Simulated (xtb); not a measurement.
NTi (SMILES [N]#[Ti]), doublet, geometry from GFN2-xTB (such geometries of metal compounds can be far from the true shape). Base run: GFN2-xTB run with xtb.

Here is a job for xtb.
```
$ xtb mol.xyz --gfn 2 --uhf 1 --json

# file mol.xyz
2

Ti    -0.00000000    -0.00000000    -0.41370624
N      0.00000000     0.00000000     1.30021962
```

Variants of this job, named by their change:

| change | ΔE vs base (mEh) | dipole (D) | SCF cycles |
|---|---|---|---|
| base | 0.000 | 8.82 | 28 |
| etemp = 1000 | -0.226 | 8.78 | 21 |
| file = coord | 0.000 | 8.82 | 28 |
| gbsa = acetonitrile | -18.091 | 9.20 | 16 |
| etemp = 5000 | -30.242 | 7.71 | 19 |

ALPB and GBSA are two models with their own fitted parameters for each solvent, which aren't always the measured dielectric constant.
